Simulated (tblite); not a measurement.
Compound: C6H6ClN.
Numbering: `[CH:1]#[C:2][C@@H:3]([CH2:4][Cl:5])[CH2:6][C:7]#[N:8]` (hydrogens: H9 on C1; H10 on C3; H11, H12 on C4; H13, H14 on C6)

Geometry (GFN2-xTB, Å), atoms numbered from 1 in this order:
```
atom  x, y, z in Å
C1    -2.5815   -0.0572   -0.9232
C2    -1.4004   -0.0011   -0.7440
C3     0.0286    0.0602   -0.4909
C4     0.4076    1.3968    0.1496
Cl5   -0.4471    1.6310    1.7017
C6     0.4485   -1.1272    0.4011
C7     1.8801   -1.1776    0.5420
N8     3.0196   -1.1957    0.6309
H9    -3.6160   -0.0997   -1.0904
H10    0.5605   -0.0076   -1.4495
H11    0.1244    2.2286   -0.4954
H12    1.4766    1.4325    0.3623
H13    0.1029   -2.0653   -0.0416
H14   -0.0047   -1.0180    1.3904
```

All values are computed: GFN2-xTB (tblite) harmonic vibrations without scaling, gas phase. Errors from tens to a few hundred cm⁻¹ against measured bands are possible. One conformer, not necessarily the lowest.

Harmonic wavenumbers (cm⁻¹): 47.3, 82.7, 117.2, 154.9, 189.6, 259.6, 340.1, 384.6, 446.6, 522.1, 538.8, 665.6, 674.0, 704.7, 842.6, 895.1, 952.9, 997.1, 1049.7, 1082.5, 1110.6, 1167.3, 1223.8, 1240.1, 1272.7, 1309.3, 1415.5, 1427.8, 2295.3, 2412.8, 2900.5, 2967.0, 2976.7, 2981.4, 2988.1, 3400.9.

A = 2180, B = 1289, C = 914.0 MHz; mass 127.019 u (most abundant isotopes); point group C1, symmetry number 1.

What is the zero-point energy?

½Σν̃ = 22019 cm⁻¹ = 263.40 kJ/mol.

Entropy at 500 K, 1 bar (ideal gas, RRHO, classical rotation)?

Translation 180.02, rotation 128.69, vibration 169.58: S = 478.3 J/(mol K).

And Cp and H(500 K) − H(0)?

Cp = 189.77 J/(mol K), of which vibrations give 156.51 (their classical limit is 36 R = 299.3); H(500 K) − H(0) = 59.21 kJ/mol without the zero-point energy, 42.58 from vibrations.

Which modes carry the vibrational entropy at 500 K?

47.3 cm⁻¹: 24.90; 82.7 cm⁻¹: 20.27; 117.2 cm⁻¹: 17.39; 154.9 cm⁻¹: 15.10; 189.6 cm⁻¹: 13.45; 259.6 cm⁻¹: 10.93 J/(mol K); the other 30 give 67.53 together.

What must be added to the electronic energy to get the Gibbs energy at 500 K and 1 bar?

ZPE + [H(500 K) − H(0)] − T·S = 263.40 + 59.21 − 239.15 = 83.46 kJ/mol.

How do the functions run with temperature in this model?

| T (K) | S (J/(mol K)) | Cp (J/(mol K)) | H − H(0) (kJ/mol) | G − H(0) (kJ/mol) | ln q(vib) |
| --- | --- | --- | --- | --- | --- |
| 150 | 318.6 | 88.8 | 9.21 | -38.58 | 2.62 |
| 250 | 371.5 | 121.3 | 19.71 | -73.17 | 4.85 |
| 298.15 | 394.2 | 136.6 | 25.92 | -91.61 | 5.89 |
| 400 | 438.6 | 166.1 | 41.38 | -134.06 | 8.07 |
| 600 | 514.6 | 208.9 | 79.18 | -229.61 | 12.17 |
| 900 | 607.6 | 249.1 | 148.39 | -398.48 | 17.77 |

q(vib) and H(0) count from the zero-point level.

Blend soft modes into free rotors: weight 1/[1 + (100 cm⁻¹/ν̃)⁴] for the oscillator and the rest for a rotor with moment μB/(μ + B), μ = h/(8π²ν), B = 10⁻⁴⁴ kg m². What vibrational entropy results?

156.65 J/(mol K) in place of 169.58, which changes −T·S at 500 K by +6.47 kJ/mol.

Hindered rotation and anharmonicity are outside this model. Other conformers, if any are populated, would add a mixing term that is left out. The structure is chiral; the term R ln 2 for an equal mix with its mirror image is left out.

Time: 1.0 s of wall time. Hardware: Intel Xeon at 2.70 GHz, one thread, no GPU, on a shared host. The figure is for the frequency step alone.
